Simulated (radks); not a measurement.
The numbers below are computed, except where a source is named.
Species: the aluminium ion Al2+. Configuration: [Ne] 3s(up 0.625, down 0.375) (fractional occupations, a model configuration). Code: a radial shooting solver on a logarithmic mesh with Libxc functionals. Model: non-relativistic Kohn-Sham, BLYP, spin-polarised, spherical densities, point nucleus.

Radial electron density D(r) = 4 pi r^2 rho(r):

| r (bohr) | D(r) (e/bohr) | spin D(r) |
|---|---|---|
| 0.01134 | 1.692 | 0.00129 |
| 0.01442 | 2.524 | 0.00192 |
| 0.01833 | 3.684 | 0.00279 |
| 0.0233 | 5.234 | 0.00392 |
| 0.02939 | 7.111 | 0.00525 |
| 0.03736 | 9.355 | 0.00673 |
| 0.0475 | 11.65 | 0.00801 |
| 0.06038 | 13.56 | 0.00857 |
| 0.07676 | 14.52 | 0.00781 |
| 0.09758 | 14.10 | 0.00540 |
| 0.124 | 12.34 | 0.00191 |
| 0.1577 | 10.07 | -0.000495 |
| 0.2005 | 8.638 | 0.00155 |
| 0.2548 | 9.017 | 0.0103 |
| 0.324 | 10.87 | 0.0231 |
| 0.4118 | 12.49 | 0.0304 |
| 0.5236 | 12.09 | 0.0231 |
| 0.6656 | 9.342 | 0.00564 |
| 0.8461 | 5.591 | 0.000692 |
| 1.076 | 2.609 | 0.0307 |
| 1.356 | 1.164 | 0.0870 |
| 1.724 | 0.7040 | 0.134 |
| 2.192 | 0.5303 | 0.129 |
| 2.787 | 0.3080 | 0.0770 |
| 3.543 | 0.1112 | 0.0269 |
| 4.504 | 0.02187 | 0.00502 |
| 5.725 | 0.002023 | 0.000433 |

D(r) has 2 maxima, at r = 0.0805, 0.450 bohr, and minima at 0.215 bohr, inside which lie 2.20 electrons.
